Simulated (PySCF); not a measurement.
## Ionisation energy of B⁺ by level of theory

B⁺ [He] 2s2 → B²⁺ [He] 2s1 [2s1/2^1, M_J = 1/2], as a difference of total energies. Computed with PySCF 2.14 in an uncontracted even-tempered set (19 s from 0.06 bohr⁻², ratio 2.4; 11 p from 0.077 bohr⁻², ratio 2.4; 6 d from 0.39 bohr⁻², ratio 2.6; 5 f from 0.59 bohr⁻², ratio 2.6), with the two-component X2C-1e Hamiltonian. Correlated levels: nothing frozen; the 30 highest virtual spinors dropped. "Screened" scales the spin-orbit matrix elements by Boettger's factors to mimic the two-electron term; Breit and QED terms are absent.

| method | ionisation energy (eV) | error (eV) |
| --- | --- | --- |
| GHF (screened spin-orbit) | 23.448 | -1.707 |
| GMP2 (screened spin-orbit) | 24.546 | -0.609 |

Reference: 25.155 eV (measured; NIST Atomic Spectra Database, ionization energies).

MP2 underrates the near-degeneracy of ns² with np² in the lower species.
